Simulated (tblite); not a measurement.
Compound: C₄H₆F₂O₂Si.
Geometry (GFN2-xTB, Å), atoms numbered from 1 in this order:
```
atom  x, y, z in Å
O1     1.131    0.251   -1.515
C2     1.781    0.293   -0.495
O3     3.060    0.703   -0.486
C4     1.318   -0.057    0.839
C5     0.115   -0.598    1.073
F6    -0.211   -0.850    2.358
C7    -0.944   -0.937    0.119
Si8   -2.087    0.565   -0.227
F9    -3.307   -0.049   -1.078
H10    3.339    0.934   -1.385
H11    2.002    0.130    1.651
H12   -1.546   -1.754    0.521
H13   -0.501   -1.240   -0.828
H14   -2.693    1.046    1.006
H15   -1.460    1.570   -1.058
```

Computed with GFN2-xTB (tblite): harmonic, unscaled wavenumbers at the GFN2-xTB geometry, gas phase. This tight-binding method is rough: wavenumbers can miss measured ones by several per cent, in bad cases by 10 to 20. Modes of hydrogen on silicon can be 10 to 20 % off. One conformer, not necessarily the lowest.

Harmonic wavenumbers (cm⁻¹): 34.6, 43.9, 60.0, 133.9, 169.7, 176.0, 210.3, 342.8, 385.9, 476.6, 481.3, 542.5, 555.8, 597.7, 645.1, 699.0, 716.7, 731.2, 751.0, 797.8, 824.5, 838.6, 905.1, 996.4, 1069.3, 1109.2, 1169.3, 1180.8, 1241.7, 1327.3, 1415.1, 1653.7, 1742.8, 2330.7, 2409.1, 2989.7, 3010.7, 3119.7, 3460.6.

A = 1967, B = 810.9, C = 615.7 MHz; mass 152.011 u (most abundant isotopes); point group C1, symmetry number 1.

Q: Zero-point energy?

A: ½Σν̃ = 20673 cm⁻¹ = 247.30 kJ/mol.

Q: What is S at 400 K and 1 bar for an ideal gas of classical rigid rotors and harmonic oscillators?

A: Translation 177.62, rotation 129.90, vibration 179.30: S = 486.8 J/(mol K).

Q: And Cp and H(400 K) − H(0)?

A: Cp = 196.37 J/(mol K), of which vibrations give 163.12 (their classical limit is 39 R = 324.3); H(400 K) − H(0) = 48.33 kJ/mol without the zero-point energy, 35.03 from vibrations.

Q: Which modes carry the vibrational entropy at 400 K?

A: 34.6 cm⁻¹: 25.65; 43.9 cm⁻¹: 23.67; 60.0 cm⁻¹: 21.08; 133.9 cm⁻¹: 14.47; 169.7 cm⁻¹: 12.55; 176.0 cm⁻¹: 12.25 J/(mol K); the other 33 give 69.64 together.

Q: How do the functions run with temperature in this model?

A: 
| T (K) | S (J/(mol K)) | Cp (J/(mol K)) | H − H(0) (kJ/mol) | G − H(0) (kJ/mol) | ln q(vib) |
| --- | --- | --- | --- | --- | --- |
| 100 | 309.4 | 81.7 | 5.93 | -25.01 | 2.64 |
| 200 | 378.0 | 121.8 | 16.05 | -59.54 | 5.59 |
| 300 | 435.2 | 162.6 | 30.31 | -100.25 | 8.36 |
| 500 | 533.6 | 222.5 | 69.33 | -197.46 | 13.62 |
| 800 | 650.1 | 272.0 | 144.32 | -375.80 | 20.74 |
| 1000 | 713.1 | 291.9 | 200.82 | -512.29 | 24.96 |

q(vib) and H(0) count from the zero-point level.

Q: What must be added to the electronic energy to get the Gibbs energy at 400 K and 1 bar?

A: ZPE + [H(400 K) − H(0)] − T·S = 247.30 + 48.33 − 194.73 = 100.90 kJ/mol.

Hindered rotation and anharmonicity are outside this model. Other conformers, if any are populated, would add a mixing term that is left out. The structure is chiral; the term R ln 2 for an equal mix with its mirror image is left out.
